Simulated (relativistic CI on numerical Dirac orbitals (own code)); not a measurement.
**Calculated levels, Ce³⁰⁺**

Method of calculation: Dirac-Coulomb-Breit CI, orbitals from a KLI potential per configuration, model QED, unscaled Slater integrals (own radial code, finite nucleus).

CI space (outside the closed core [Ne]): 3s2.3p6.3d10, 3s2.3p6.3d9.4s, 3s2.3p6.3d9.4p, 3s2.3p6.3d9.4d, 3s2.3p6.3d9.4f, 3s2.3p5.3d10.4s, 3s2.3p6.3d8.4s2, 3s2.3p5.3d10.4p, 3s2.3p6.3d8.4s.4p, 3s2.3p6.3d9.5s, 3s2.3p5.3d10.4d, 3s2.3p6.3d8.4p2, 3s.3p6.3d10.4s, 3s2.3p6.3d9.5p, 3s2.3p6.3d8.4s.4d, 3s2.3p6.3d9.5d. Levels of other configurations are missing.

| No. | Configuration | Term | J | E (eV) | % | jj configuration (%) |
| --- | --- | --- | --- | --- | --- | --- |
| 41 | 3s2.3p6.3d9.4f | 3H° | 5 | 1049.10 | 55 | 3d5/2^5 4f5/2 (99) |
| 42 | 3s2.3p6.3d9.4f | 3H° | 6 | 1049.19 | 100 | 3d5/2^5 4f7/2 (100) |
| 43 | 3s2.3p6.3d9.4f | 1D° | 2 | 1050.96 | 45 | 3d5/2^5 4f5/2 (61) |
| 44 | 3s2.3p6.3d9.4f | 3F° | 3 | 1051.18 | 50 | 3d5/2^5 4f5/2 (72) |
| 45 | 3s2.3p6.3d9.4f | 3F° | 4 | 1052.13 | 45 | 3d5/2^5 4f5/2 (77) |
| 46 | 3s2.3p6.3d9.4f | 1G° | 4 | 1052.84 | 50 | 3d5/2^5 4f7/2 (77) |
| 47 | 3s2.3p6.3d9.4f | 3G° | 5 | 1053.63 | 81 | 3d5/2^5 4f7/2 (98) |
| 48 | 3s2.3p6.3d9.4f | 1F° | 3 | 1054.25 | 51 | 3d5/2^5 4f7/2 (72) |
| 49 | 3s2.3p6.3d9.4f | 3D° | 1 | 1058.38 | 78 | 3d5/2^5 4f7/2 (56) |
| 50 | 3s2.3p6.3d9.4f | 3P° | 2 | 1067.92 | 44 | 3d3/2^3 3d5/2^6 4f7/2 (82) |
| 51 | 3s2.3p6.3d9.4f | 3H° | 4 | 1068.57 | 81 | 3d3/2^3 3d5/2^6 4f5/2 (96) |
| 52 | 3s2.3p6.3d9.4f | 3H° | 5 | 1070.36 | 41 | 3d3/2^3 3d5/2^6 4f7/2 (99) |
| 53 | 3s2.3p6.3d9.4f | 3F° | 2 | 1070.51 | 61 | 3d3/2^3 3d5/2^6 4f5/2 (84) |
| 54 | 3s2.3p6.3d9.4f | 3F° | 3 | 1072.17 | 42 | 3d3/2^3 3d5/2^6 4f7/2 (89) |
| 55 | 3s2.3p6.3d9.4f | 3G° | 3 | 1073.20 | 47 | 3d3/2^3 3d5/2^6 4f5/2 (89) |
| 56 | 3s2.3p6.3d9.4f | 3G° | 4 | 1073.25 | 45 | 3d3/2^3 3d5/2^6 4f7/2 (97) |
| 57 | 3s2.3p6.3d9.4f | 1P° | 1 | 1089.83 | 91 | 3d3/2^3 3d5/2^6 4f5/2 (69) |
| 58 | 3s2.3p5.3d10.4p | 3P | 1 | 1106.54 | 46 | 3p3/2^3 4p1/2 (98) |
| 59 | 3s2.3p5.3d10.4p | 3D | 2 | 1107.89 | 51 | 3p3/2^3 4p1/2 (100) |
| 60 | 3s2.3p5.3d10.4p | 1P | 1 | 1134.63 | 57 | 3p3/2^3 4p3/2 (98) |
| 61 | 3s2.3p5.3d10.4p | 3D | 3 | 1134.70 | 100 | 3p3/2^3 4p3/2 (100) |
| 62 | 3s2.3p5.3d10.4s | 3P° | 0 | 1138.08 | 100 | 3p1/2 3p3/2^4 4s (100) |
| 63 | 3s2.3p5.3d10.4p | 3P | 2 | 1138.15 | 67 | 3p3/2^3 4p3/2 (100) |
| 64 | 3s2.3p5.3d10.4s | 3P° | 1 | 1139.39 | 64 | 3p1/2 3p3/2^4 4s (99) |
| 65 | 3s2.3p5.3d10.4p | 1S | 0 | 1149.38 | 52 | 3p3/2^3 4p3/2 (97) |
| 66 | 3s2.3p5.3d10.4p | 3D | 1 | 1199.36 | 72 | 3p1/2 3p3/2^4 4p1/2 (99) |
| 67 | 3s2.3p5.3d10.4p | 3P | 0 | 1209.62 | 53 | 3p1/2 3p3/2^4 4p1/2 (97) |
| 68 | 3s2.3p6.3d9.5s | 3D | 3 | 1225.79 | 100 | 3d5/2^5 5s (100) |
| 69 | 3s2.3p6.3d9.5s | 1D | 2 | 1226.09 | 52 | 3d5/2^5 5s (94) |
| 70 | 3s2.3p5.3d10.4p | 3P | 1 | 1227.15 | 52 | 3p1/2 3p3/2^4 4p3/2 (98) |

Energies count from the lowest computed level; ° marks odd parity. Filled j subshells are mostly left out of the jj labels.

The mean weight of the leading LS term, summed over parents, in these 30 levels is 62 %, and that of the leading jj configuration (from the same eigenvectors) 90 %, so jj coupling describes them better and the LS labels are nominal.

At this charge energies of transitions that change n are usually good to better than 1 %, and those within a shell (Δn = 0) to a few per cent.

LS names give the leading component of a level, which can be under half, so a name can repeat, a term be missing and a line seem to break the LS rules.
